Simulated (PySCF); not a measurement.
MgF2, SMILES [F][Mg][F]. The structure is a stationary point at ωB97X-D3(BJ)/def2-TZVP. The isomer is the one that the SMILES or the coordinates give; other isomers of the formula were not compared.

Question: Give the equilibrium geometry at ωB97X-D3(BJ)/def2-TZVP (PySCF confirms it by a frequency run) as bond lengths and angles, and its point group. (The exact figures need the calculation; the answer reports its results.)

Answer: point group D∞h.
Atoms: Mg1 F2 F3. Bonded distances (Å): Mg1–F2 1.753, Mg1–F3 1.753. Bond angles (°): F2–Mg1–F3 180.0.
Charge 0, spin multiplicity 1.
